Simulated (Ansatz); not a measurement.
Geometry optimisation, UKS B3LYP/def2-SVP in Ansatz.

Input:

```yaml
crystal:
  periodic: [false, false, false]
  atoms:
    - { symbol: Ge, position_ang: [-0.7523, -0.1982, 0.1621] }
    - { symbol: Cl, position_ang: [0.9307, 1.4117, 1.2963] }
    - { symbol: "N", position_ang: [0.7182, -0.5937, -0.741] }
    - { symbol: H, position_ang: [1.3627, 0.3283, -0.0211] }
    - { symbol: H, position_ang: [-1.9859, 0.595, -0.2665] }
    - { symbol: H, position_ang: [-1.0708, -1.136, 1.3032] }
    - { symbol: H, position_ang: [0.7973, -0.4069, -1.7329] }
magnetization:
  spin_polarized: true
basis:
  gaussian: { orbitals: def2-SVP }
hamiltonian:
  xc: b3lyp
relax:
  f_tol: 0.15
  max_steps: 25
  restrain:
    - { distance: [3, 1], at: 2.63, k: 30.0 }
    - { distance: [0, 1], at: 2.22, k: 30.0 }
    - { distance: [3, 2], at: 1.02, k: 30.0 }
output:
  orbitals: {}
```

Launched with:

```bash
$ ansatz run input.yaml --threads 2 --pin off --max-ram 3072MiB --backend cpu --events-out ev --progress --plain --runs-dir out
```

Question: Where does it end, and by what steps?

Answer: The forces met the threshold. The restraints hold the end off the free minimum. After 6 steps the energy has fallen by 2.178 eV (the restraints' own energy left out); H4 moved furthest, 0.54 Å. Joined: N3–H4 (1.34 → 1.02 Å).

```tsv
step	energy less start (eV)	largest force component (eV/Å)	accepted
0	0.0000	2.523	yes
1	-1.0462	2.535	yes
2	-1.7772	1.305	yes
3	-2.1368	0.471	yes
4	-2.1602	0.394	yes
5	-2.1311	0.702	no
6	-2.1783	0.331	yes
```

```xyz
7
Properties=species:S:1:pos:R:3
Ge -0.602 -0.039 0.361
Cl 0.503 1.485 1.520
N 0.769 -0.570 -0.741
H 1.548 0.000 -0.403
H -1.801 0.604 -0.368
H -1.039 -1.124 1.358
H 0.622 -0.357 -1.728
```

Time of the run: 14 s on 2 threads of AMD EPYC 9R14 (Zen 4), with other jobs on the host, peak memory 0.26 GiB.
